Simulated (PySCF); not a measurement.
Polarisability and C₆ of Ca (calcium, neutral)

[Ar] 4s2, closed-shell 1S. Computed with PySCF 2.14 in aug-cc-pVQZ-X2C, with the spin-free X2C one-electron Hamiltonian (Gaussian nucleus). Coupled (time-dependent) response in atomic units; α is the mean over directions.

| method | mean α (bohr³) | C₆ (like pair) | S(−4) |
| --- | --- | --- | --- |
| UHF | 182.7 | 2711 | 16470 |
| PBE | 157.4 | 2166 | 12380 |
| PBE0 | 162.3 | 2271 | 13040 |

S(−4) is the Cauchy moment in α(ω) = α(0) + S(−4) ω² + …

Reference α: 160.8 ± 4 bohr³ (recommended; Schwerdtfeger and Nagle, table of static dipole polarizabilities (2023 update)). Published C₆: 2163 (Chu and Dalgarno (2004); Tang, Norbeck and Certain (1976)).

Hartree-Fock lies above the reference because it lacks correlation, which contracts the outer shell.

α(iu) at PBE:

```csv
u (hartree),α(iu) (bohr³)
0,157.4
0.0500,131.7
0.100,89.03
0.200,40.27
0.300,22.21
0.500,10.35
0.750,5.870
1.00,3.985
1.50,2.266
2.00,1.466
3.00,0.7500
5.00,0.3011
```

A single London oscillator, α(iu) = α/(1 + u²/ω²), gives C₆ = (3/4) ω α². Matching the computed C₆ needs ω = 4 × 2166 / (3 × 157.4²) = 0.117 hartree.
